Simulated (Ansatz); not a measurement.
Cost and result for the atomization energy of CH₇FO₂SSi₂, SMILES `C[SiH](F)S[SiH](O)O` (14 atoms, 13 bonds).

Cartesian coordinates in Å:
```
C -1.446 1.747 -1.631
Si -0.867 0.291 -0.651
F -1.719 0.216 0.718
S 1.180 0.562 -0.163
Si 1.552 -1.290 0.867
O 2.717 -0.979 1.966
O 0.157 -1.883 1.471
H -2.515 1.662 -1.839
H -0.912 1.797 -2.582
H -1.270 2.677 -1.087
H -1.094 -1.002 -1.333
H 2.102 -2.332 -0.011
H 2.641 -0.187 2.501
H -0.525 -1.279 1.775
```

Charge 0, multiplicity 1. Geometry: relaxed with PBE0-D4/def2-TZVP. It is one conformer, not always the lowest. Program: Ansatz. All runs use 2 threads of an AMD EPYC 7R13 on a shared host and a share of an NVIDIA H100 80 GB. Times are those of one run each, without the atoms' runs, and a repeat can differ threefold. Electronic energies, without spin–orbit coupling; frozen cores. CCSD(T)/CBS adds CCSD(T) − MP2 in def2-TZVPP to the MP2 limit, and its time is that of the two runs behind it. T1 = 0.012. B3LYP takes the VWN-RPA correlation (the form of Gaussian; ORCA's B3LYP/G).

CCSD(T)/CBS is a level of theory with its own doubt, some kJ/mol a heavy atom from the limit and from the frozen cores, so smaller differences don't rank the functionals.

| level | functions | wall time | atomization (kcal/mol) | difference from CCSD(T)/CBS | per bond |
| --- | --- | --- | --- | --- | --- |
| PBE0-D4/def2-TZVPP | 348 | 6 s | 1274.7 | -16.4 | -1.3 |
| B3LYP-D4/def2-TZVPP (with forces) | 348 | 7.5 s | 1277.3 | -13.8 | -1.1 |
| r2SCAN-D4/def2-TZVPP (with forces) | 348 | 9.5 s | 1289.2 | -1.9 | -0.1 |
| PBE-D4/def2-TZVPP (with forces) | 348 | 10 s | 1296.5 | 5.4 | 0.4 |
| B2PLYP/def2-TZVPP | 348 | 11 s | 1266.9 | -24.2 | -1.9 |
| ωB97X-V/def2-TZVPP | 348 | 14 s | 1290.2 | -0.9 | -0.1 |
| MP2/def2-QZVPP | 648 | 16 s | 1304.8 | 13.7 | 1.1 |
| ωB97M-V/def2-TZVPP (with forces) | 348 | 16 s | 1290.6 | -0.5 | 0.0 |
| CCSD(T)/def2-TZVPP | 348 | 24 s | 1251.4 | -39.7 | -3.1 |
| CCSD(T)/CBS(def2) | – | 40 s | 1291.1 | 0.0 | 0.0 |

From PBE to PBE0 (25 % exact exchange), in def2-TZVPP and without D4, the atomization energy moves by −20.3 kcal/mol: exact exchange takes away binding that semilocal exchange gives to molecules. The D4 term adds +15.3 kcal/mol with B3LYP and +8.0 kcal/mol with PBE0; it sums over pairs of atoms, weighted by their polarisabilities, and B3LYP, whose exchange is more repulsive, gets the larger term. In def2-TZVPP, CCSD(T) changes the Hartree–Fock value by +312.6 kcal/mol (the triples alone add +19.1 kcal/mol) and MP2 by +342.2 kcal/mol; breaking electron pairs costs correlation energy, which Hartree–Fock lacks.
